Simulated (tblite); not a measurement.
Species: C₆H₁₀N₂Si.
Cartesian coordinates in Å at the GFN2-xTB level; atoms count from 1:
```
atom  x, y, z in Å
C1    -3.3211    0.0840   -0.9933
C2    -2.6879    0.7057   -0.0060
C3    -1.2538    0.6032    0.2547
N4    -0.6498    1.1880    1.2052
C5    -0.3418   -0.2122   -0.5846
Si6    1.3404    0.0829    0.2695
C7     2.6040   -0.9493   -0.7738
C8     3.9078   -0.8027   -0.2213
N9     4.9455   -0.6679    0.2441
H10   -2.8043   -0.5566   -1.6880
H11   -4.3821    0.1926   -1.1431
H12   -3.2391    1.3431    0.6770
H13   -1.2152    1.7663    1.8239
H14   -0.6561   -1.2550   -0.5815
H15   -0.3751    0.1281   -1.6188
H16    1.7711    1.4714    0.1462
H17    1.3714   -0.4931    1.6096
H18    2.3462   -2.0094   -0.7713
H19    2.6300   -0.6099   -1.8103
```

Calculated harmonic vibrations of the isolated species, GFN2-xTB (tblite), most abundant isotopes, no scaling. Against measured fundamentals such values can be off by several per cent, at times by over 20. Modes of hydrogen on silicon can be 10 to 20 % off. One conformer, not necessarily the lowest.

Harmonic wavenumbers (cm⁻¹): 32.7, 61.6, 80.2, 89.5, 136.6, 139.8, 154.6, 249.5, 373.0, 377.8, 440.1, 440.8, 493.3, 514.4, 595.2, 659.1, 686.8, 705.5, 755.8, 770.7, 776.8, 779.3, 859.4, 877.8, 912.4, 1002.6, 1012.4, 1023.1, 1076.9, 1085.9, 1117.1, 1168.5, 1184.7, 1287.1, 1353.1, 1401.7, 1415.6, 1442.3, 1667.5, 1678.9, 2301.4, 2309.1, 2400.1, 2972.0, 2978.8, 2984.7, 3000.4, 3034.8, 3105.7, 3131.9, 3327.6.

A = 4926, B = 530.9, C = 484.9 MHz; mass 138.061 u (most abundant isotopes); point group Cs, symmetry number 1.

Problem. Zero-point energy?

Solution. Half the sum of the wavenumbers: 31213 cm⁻¹ = 373.39 kJ/mol.

Problem. Give the ideal-gas entropy at 200 K and 1 bar in the rigid-rotor, harmonic-oscillator model (classical rotation).

Solution. Translation 162.01, rotation 120.19, vibration 103.05: S = 385.3 J/(mol K).

Problem. And Cp and H(200 K) − H(0)?

Solution. Cp = 132.67 J/(mol K), of which vibrations give 99.41 (their classical limit is 51 R = 424.0); H(200 K) − H(0) = 17.28 kJ/mol without the zero-point energy, 10.63 from vibrations.

Problem. Which modes carry the vibrational entropy at 200 K?

Solution. 32.7 cm⁻¹: 20.37; 61.6 cm⁻¹: 15.15; 80.2 cm⁻¹: 13.00; 89.5 cm⁻¹: 12.12; 136.6 cm⁻¹: 8.79; 139.8 cm⁻¹: 8.61 J/(mol K); the other 45 give 25.02 together.

Problem. What must be added to the electronic energy to get the Gibbs energy at 200 K and 1 bar?

Solution. ZPE + [H(200 K) − H(0)] − T·S = 373.39 + 17.28 − 77.05 = 313.62 kJ/mol.

Hindered rotation and anharmonicity are outside this model. Other conformers, if any are populated, would add a mixing term that is left out.
